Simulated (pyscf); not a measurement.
# [Cl–V(Cl)(Cl)–Cl]•, doublet

Gas-phase minimum from PySCF at ωB97X-D3(BJ)/def2-SVP, one conformer. 

```xyz
5

Cl     0.7194     0.5394     0.3445
V     -1.1344    -0.4544     0.1401
Cl    -0.8742    -2.3476    -0.7617
Cl    -2.3653     0.7816    -1.0525
Cl    -2.0172    -0.7919     2.0300
```
Charge 0, spin multiplicity 2.

Bonds (Å): Cl1–V2 2.113, V2–Cl3 2.113, V2–Cl4 2.113, V2–Cl5 2.113. Bond angles (°): Cl1–V2–Cl3 110.8, Cl1–V2–Cl4 106.9, Cl1–V2–Cl5 110.8, Cl3–V2–Cl4 110.8, Cl3–V2–Cl5 106.9, Cl4–V2–Cl5 110.8.

Properties at ωB97X-D3(BJ)/def2-SVP:

| Property | Value |
|---|---|
| Harmonic wavenumbers, unscaled | 77, 124, 124, 129, 149, 403, 500, 500, 535 cm⁻¹ |
| Zero-point energy | 3.6 kcal/mol |
| Rotational symmetry number | 4 |
| Entropy of this conformer at 298 K and 1 atm, rigid rotor and harmonic oscillator, modes under 100 cm⁻¹ raised to 100 | 367.9 J/(mol K) |
| Dipole moment | 0.00 D |
| Spin expectation value S2 | 0.760 |

Single-point totals, which compare only within one level:

```
level                   total energy (hartree)
----------------------  ----------------------
ωB97X-D3(BJ)/def2-TZVP             -2785.05379
PBE/def2-TZVP                      -2784.12552
r²SCAN/def2-TZVP                   -2784.94847
B3LYP-D3(BJ)/def2-TZVP             -2785.16390
PBE0-D3(BJ)/def2-TZVP              -2784.26072
M06-2X/def2-TZVP                   -2784.93377
ωB97M-D3(BJ)/def2-TZVP             -2785.28099
```

Open-shell species with a d-block atom are single-reference here; other states, and whether the spin sits on metal or ligand, were not checked.
